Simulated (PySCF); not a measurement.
## Peak assignment

Geometry (Å), atoms numbered from 1 in this order:
```xyz
17

N     2.343   -1.899   -0.277
C     2.040   -0.944   -0.846
C     1.578    0.217   -1.471
C     1.493    1.471   -0.593
Si   -0.218    0.779   -1.005
Si   -1.381   -0.609    0.404
N    -2.659    0.352    1.053
N    -0.252   -1.144    1.590
H     1.951    0.351   -2.478
H     1.892    1.350    0.406
H     1.867    2.372   -1.060
H    -0.736    1.502   -2.172
H    -2.105   -1.667   -0.320
H    -2.432    1.175    1.587
H    -3.439   -0.116    1.484
H    -0.575   -1.639    2.407
H     0.625   -1.539    1.281
```

- GFN2-xTB geometry
- σ from GIAO-PBE0/pcSseg-1
- program: PySCF 2.14.0 with density-fitted response routines
- rapidly exchanging positions averaged, single conformer, no relativistic terms, no solvent

Shifts are taken against calculated references (same method and geometry level): $^{13}$C, $^{1}$H vs TMS.

**Question.** Assign these signals to the numbered atoms. $^{13}$C{$^{1}$H} NMR (computed): δ 132.6, 7.9, -8.7.

**Answer.** 
132.6 → C2, nitrile carbon: this is the usual window of a C≡N carbon, which has no attached hydrogen
7.9 → C4, three-membered-ring carbon: carbons of three-membered rings are unusually shielded
-8.7 → C3, three-membered-ring carbon

**Question.** Assign these signals to the numbered atoms. $^{1}$H NMR (500 MHz, computed): δ 5.62 (d, 1H), 2.46 (m, 1H), 1.22 (m, 1H), 1.14 (m, 1H), 1.09 (m, 1H), 1.04 (br s, 2H), 0.86 (br s, 2H).

**Answer.** 
```tsv
δ (ppm)	atoms	environment	reason
5.62	H13	hydrogen on a silicon bonded to 2 N, Si	–
2.46	H12	hydrogen on a silicon bonded to 2 C, Si, in a 3-membered ring	–
1.22	H9	hydrogen on a three-membered-ring carbon	cyclopropane-type protons are shielded by the ring
1.14	H10	hydrogen on a three-membered-ring carbon	–
1.09	H11	hydrogen on a three-membered-ring carbon	–
1.04	H16/H17	hydrogen on a nitrogen bonded to Si	labile proton, position sensitive to the medium
0.86	H14/H15	hydrogen on a nitrogen bonded to Si	–
```

H9 and H10; H10 and H11; H11 and H16/H17 lie closer than the usual error of such a calculation, so a measured spectrum could show them in the other order.

OH and NH positions are those of a molecule without intermolecular hydrogen bonds; in solution they move with solvent, concentration and temperature, and exchange usually removes their couplings. Shifts are as computed. Against solution values, carbons near 30 ppm lie about +3 ppm off and those near 130 ppm about +5 ppm. Of 1211 compounds with measured shifts, 218 miss one by over three times the rms of a fit or turn the order of signals round; such compounds aren't used in these exercises. No couplings were computed; multiplicities are counted from neighbouring protons, with m where these are inequivalent, close in shift, in a saturated or five-membered ring or joined by F or P, and br s for small geminal =CH2 splittings.
